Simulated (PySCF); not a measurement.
**Electron correlation in B⁺ (boron, charge +1)**

[He] 2s2, closed-shell 1S. Calculation: PySCF 2.14, in jorge-DZP-DKH (4s2p1d, 15 functions); scalar relativity by spin-free X2C-1e. Frozen: 1s2; 2 electrons correlated.

Total MP2 correlation energy: -33.21 mhartree.

Same-spin part 0.00 and opposite-spin part -33.21 mhartree; SCS-MP2 scales them by 1/3 and 6/5 to -39.85 mhartree.

With two correlated electrons CCSD is exact within the correlated space (frozen core and kept virtual orbitals).

| level | correlation energy (mhartree) |
| --- | --- |
| CCSD | -59.19 |

Diagnostics: T1 = 0.011, D1 = 0.0160, largest double amplitude 0.152.

A double-excitation amplitude exceeds 0.15, a sign of near-degeneracy.

Cost of the coupled-cluster step: 0.05 s of wall time on 1 thread of Neoverse-V2 (shared host), for 2 correlated electrons.
